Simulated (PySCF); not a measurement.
C₂H₇N, charge +1, doublet, at a GFN2-xTB geometry (a state made from the parent by changing its charge; the spin is typed, not shown lowest); MP2/STO-3G (PySCF).

Input for PySCF:
```python
from pyscf import gto, scf, mp

mol = gto.M(
    atom='''
C     1.16462032    0.49450601    0.01295376
C     0.05101631   -0.49634506   -0.14504533
N    -1.22392597   -0.02923642    0.12425339
H     2.12232609    0.03717846   -0.21925933
H     1.02729538    1.35887726   -0.64090065
H     1.20823305    0.88895655    1.03080842
H     0.25043837   -1.41179642    0.46113189
H     0.07477930   -0.95558498   -1.16180745
H    -2.03205693   -0.63143980    0.04244100
H    -1.37735325    0.92949821    0.41036181
''',
    basis='sto-3g',
    charge=1,
    spin=1,
    verbose=3,
)

mf = scf.UHF(mol)
mf.kernel()

pt = mp.MP2(mf)
pt.kernel()
print('E(MP2) = %.10f' % pt.e_tot)
mf.analyze()
```

The log (banner, timings and long lists left out):

```
converged SCF energy = -132.385823035842  <S^2> = 0.76379383  2S+1 = 2.0137466
E(UMP2) = -132.529109374315  E_corr = -0.143286338473349
E(SCS-UMP2) = -132.543986152029  E_corr = -0.158163116187631
E(MP2) = -132.5291093743
**** MO energy ****
                             alpha | beta                alpha | beta
MO #1   energy= -15.8679852512179  | -15.8382603735261  occ= 1 | 1
MO #2   energy= -11.3663727854737  | -11.3702192538711  occ= 1 | 1
MO #3   energy= -11.253636604366   | -11.2533517169572  occ= 1 | 1
MO #4   energy= -1.58576966547743  | -1.46868169129566  occ= 1 | 1
MO #5   energy= -1.23143699514252  | -1.21154617902495  occ= 1 | 1
MO #6   energy= -1.0903308526383   | -1.07562302650466  occ= 1 | 1
MO #7   energy= -1.03071138033416  | -1.00423062950692  occ= 1 | 1
MO #8   energy= -0.945790325087591 | -0.887700244331656 occ= 1 | 1
MO #9   energy= -0.910984259807871 | -0.820189564736332 occ= 1 | 1
MO #10  energy= -0.765780452156505 | -0.733565524940044 occ= 1 | 1
MO #11  energy= -0.734627521459082 | -0.706285563742158 occ= 1 | 1
MO #12  energy= -0.709856766952467 | -0.67804769719805  occ= 1 | 1
MO #13  energy= -0.664787368192911 | -0.126347295981486 occ= 1 | 0
MO #14  energy= 0.214586511818289  | 0.256650256167089  occ= 0 | 0
MO #15  energy= 0.293831673347689  | 0.306784410205702  occ= 0 | 0
MO #16  energy= 0.358042683192403  | 0.376238805409058  occ= 0 | 0
MO #17  energy= 0.395453267570229  | 0.412196784335177  occ= 0 | 0
MO #18  energy= 0.469874690561635  | 0.483128237445638  occ= 0 | 0
MO #19  energy= 0.517959652127351  | 0.526103202536204  occ= 0 | 0
MO #20  energy= 0.537686347938141  | 0.54163733610073   occ= 0 | 0
MO #21  energy= 0.559031716624862  | 0.560566731630693  occ= 0 | 0

To work with the spin densities directly, `use mulliken_meta_spin()` only printing them here.

 ** Mulliken spin pop alpha/beta on meta-lowdin orthogonal AOs **
 ** Mulliken Spin Density (per atom)  **
spin density of  0 C =      0.00880
spin density of  1 C =     -0.11143
spin density of  2 N =      1.07496
spin density of  3 H =     -0.00258
spin density of  4 H =     -0.00078
spin density of  5 H =     -0.00078
spin density of  6 H =      0.07198
spin density of  7 H =      0.07198
spin density of  8 H =     -0.05591
spin density of  9 H =     -0.05626
 ** Mulliken pop alpha/beta on meta-lowdin orthogonal AOs **
 ** Mulliken atomic charges   ( Nelec_alpha | Nelec_beta ) **
charge of  0C =     -0.10521  (     3.05701      3.04821 )
charge of  1C =      0.01424  (     2.93716      3.04859 )
charge of  2N =      0.14371  (     3.96562      2.89067 )
charge of  3H =      0.08531  (     0.45606      0.45863 )
charge of  4H =      0.06235  (     0.46844      0.46922 )
charge of  5H =      0.06235  (     0.46844      0.46922 )
charge of  6H =      0.11153  (     0.48023      0.40824 )
charge of  7H =      0.11153  (     0.48023      0.40824 )
charge of  8H =      0.25703  (     0.34353      0.39944 )
charge of  9H =      0.25716  (     0.34329      0.39955 )

WARN: System has nonzero charge 1; the dipole moment is origin-dependent.
Location of origin: [0. 0. 0.]

Dipole moment(X, Y, Z, Debye): -4.31238, -0.48145,  0.33141
```
